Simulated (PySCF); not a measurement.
## Vertical excitation energies

Species: C3H12OSi2.
Structure used (GFN2-xTB), in Å, numbered top down from 1:
```xyz
18
C3H12OSi2 angstrom
C     -2.6237    1.0828   -0.3610
C     -1.4777    0.1612    0.0445
Si    -0.3806   -0.3650   -1.4147
C      1.0316   -1.4770   -0.7569
O      1.6911   -0.9438    0.3641
Si     2.7262    0.2863    0.4870
H     -3.2226    1.3624    0.5041
H     -2.2420    1.9918   -0.8197
H     -3.2737    0.5911   -1.0808
H     -0.8620    0.6660    0.7923
H     -1.8912   -0.7222    0.5368
H     -1.1185   -1.1652   -2.4018
H      0.1999    0.8056   -2.0844
H      0.6374   -2.4496   -0.4463
H      1.7582   -1.6695   -1.5532
H      3.0455    0.1742    1.9013
H      2.1048    1.5702    0.1376
H      3.8887    0.1069   -0.3899
```

Computed, not measured: PySCF 2.14.0, density-fitted response routines, TDDFT CAM-B3LYP/def2-SVPD, vertical, gas phase, core orbitals frozen in the response.

```csv
state,E (eV),λ (nm),ν̃ (cm⁻¹),f,|μ| (D),"main configurations (H = HOMO, L = LUMO)"
S1,6.52,190.3,52550,0.0059,0.49,H→L (89%)
S2,7.32,169.5,59010,0.024,0.93,"H→L+2 (54%), H→L+1 (27%), H→L+3 (8%)"
S3,7.52,164.8,60690,0.0085,0.54,"H→L+1 (36%), H→L+2 (20%), H-2→L (17%)"
S4,7.56,164.0,60970,0.017,0.77,"H-1→L (40%), H-2→L (26%), H→L+1 (12%)"
S5,7.96,155.7,64210,0.027,0.95,"H→L+3 (35%), H-1→L+1 (23%), H→L+6 (16%)"
S6,8.02,154.6,64700,0.0049,0.40,"H→L+4 (45%), H-1→L (14%), H-2→L (11%)"
S7,8.10,153.2,65290,0.045,1.21,"H-1→L+1 (30%), H→L+5 (23%), H→L+6 (15%)"
S8,8.22,150.8,66330,0.017,0.73,"H-1→L (21%), H-2→L (18%), H→L+4 (18%)"
```

Triplets (Tamm–Dancoff): T1 6.22 eV, H→L (82%); T2 6.99 eV, H→L+2 (47%), H→L+1 (29%); T3 7.19 eV, H-2→L (43%), H-1→L (34%).

The lowest singlet lies at 6.52 eV (190 nm, vacuum ultraviolet) and is weak; its leading configuration is HOMO→LUMO (89%). The most intense listed level is S7 at 8.10 eV (153 nm, f = 0.045), 1.58 eV above S1. Löwdin shares by element: HOMO oxygen 36%, carbon 21% or more, silicon 20% (atoms not listed hold the other 23%); LUMO silicon 38%, carbon 10% or more, oxygen 9% (atoms not listed hold the other 44%). The oscillator strengths of these states sum to 0.149; summed over the whole spectrum of an exact calculation they would give the number of electrons, 66 (Thomas–Reiche–Kuhn). The listed states span 1.71 eV, and the widest gap between neighbours is 0.80 eV (S1 to S2). Weighted by f, the mean energy of these states is 7.80 eV. Singlets were solved by full linear response, triplets in the Tamm–Dancoff approximation.

One conformer stands for the species.
